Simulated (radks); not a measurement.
Problem. The ruthenium ion Ru11+ is in [Ar] 3d10 4s2 4p3. Calculated with a radial shooting solver on a logarithmic mesh with Libxc functionals: scalar-relativistic Kohn-Sham, LDA (Slater exchange, Perdew-Wang correlation), spin-polarised, spherical densities, finite nucleus; Fermi nuclear charge, rms radius of each element as measured or else 0.836 A^(1/3) + 0.57 fm. Open shells are filled with parallel spins first. One electron is removed from 4s, 3p, 3d, 4p in turn, with full relaxation. Which removal costs least, and what does each cost?

Solution. 4p 248.85 eV; 4s 277.17 eV; 3d 514.96 eV; 3p 686.45 eV. The 4p electron leaves first.
